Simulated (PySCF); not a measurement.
A structure optimised at PBE-D3(BJ)/def2-SVP, used in a PySCF frequency run:

```xyz
8

B     -0.1015    -0.4986     0.0000
Cl    -0.8634    -2.0887     0.0000
Cl     1.6770    -0.3902     0.0000
O     -0.8621     0.6112     0.0000
Si    -0.3963     2.2579     0.0000
H      0.3999     2.5532     1.2353
H      0.3999     2.5532    -1.2353
H     -1.6793     3.0272     0.0000
```

Question: Write its SMILES, formula and point group.

Answer: [SiH3]OB(Cl)Cl, BCl2H3OSi, Cs

Question: What are its rotational constants (standard atomic weights)?

Answer: 3.4005, 1.5024, 1.0554 GHz
